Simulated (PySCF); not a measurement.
Gas-phase reaction: 3 Ga(CH3)3 + 3 CH2NH ⇌ 3 Ga(CH3)2NH2 + C4H6 (butadiene) + 2 CH3

Energies from PySCF, thermal terms from the rigid-rotor harmonic-oscillator model, ideal gas at 1 bar. † marks an energy on the PBE0/def2-TZVP geometry and frequencies; other levels use their own. CCSD(T) freezes the core. 6-31G* has spherical d functions here. Open shells (unrestricted): CH3 (multiplicity 2); the rest are closed-shell singlets. B3LYP is the form with VWN-RPA correlation. Ga: all electrons, no relativistic terms. Methyl groups turn as free rotors in Ga(CH3)3, Ga(CH3)2NH2. CH2NH, Ga(CH3)2NH2: computed as isolated molecules; such fragments, hydroxides, amides, oligomers or adducts are transient or little studied in the gas. CCSD(T) isn't extrapolated to the basis-set limit. The harmonic model lacks anharmonicity and excited electronic states, which grow with temperature; levels with a mode under 35 cm⁻¹ are left out. Internal rotation in C4H6 (butadiene) is treated as a harmonic vibration of one conformer, which makes the entropy rough.

ΔH° and ΔS° at 298 K: B3LYP/6-31G* 72 kJ, -7 J/K; B3LYP/def2-TZVP† 25 kJ, -16 J/K; BLYP/def2-TZVP† 42 kJ, -16 J/K; CCSD(T)/def2-SVP† 35 kJ, -16 J/K.

Q: With the heat capacities included, give log10 K (1 bar) at 500, 800, 1000, 2000, 2500 K from B3LYP/6-31G*, B3LYP/def2-TZVP†, BLYP/def2-TZVP†, CCSD(T)/def2-SVP†.

A: 
```json
[
 {"T (K)": "500", "B3LYP/6-31G*": "-7.6", "B3LYP/def2-TZVP†": "-3.2", "BLYP/def2-TZVP†": "-5.0", "CCSD(T)/def2-SVP†": "-4.2"},
 {"T (K)": "800", "B3LYP/6-31G*": "-4.2", "B3LYP/def2-TZVP†": "-1.7", "BLYP/def2-TZVP†": "-2.8", "CCSD(T)/def2-SVP†": "-2.3"},
 {"T (K)": "1000", "B3LYP/6-31G*": "-3.0", "B3LYP/def2-TZVP†": "-1.1", "BLYP/def2-TZVP†": "-2.0", "CCSD(T)/def2-SVP†": "-1.6"},
 {"T (K)": "2000", "B3LYP/6-31G*": "-0.3", "B3LYP/def2-TZVP†": "0.4", "BLYP/def2-TZVP†": "-0.1", "CCSD(T)/def2-SVP†": "0.1"},
 {"T (K)": "2500", "B3LYP/6-31G*": "0.3", "B3LYP/def2-TZVP†": "0.7", "BLYP/def2-TZVP†": "0.3", "CCSD(T)/def2-SVP†": "0.5"}
]
```
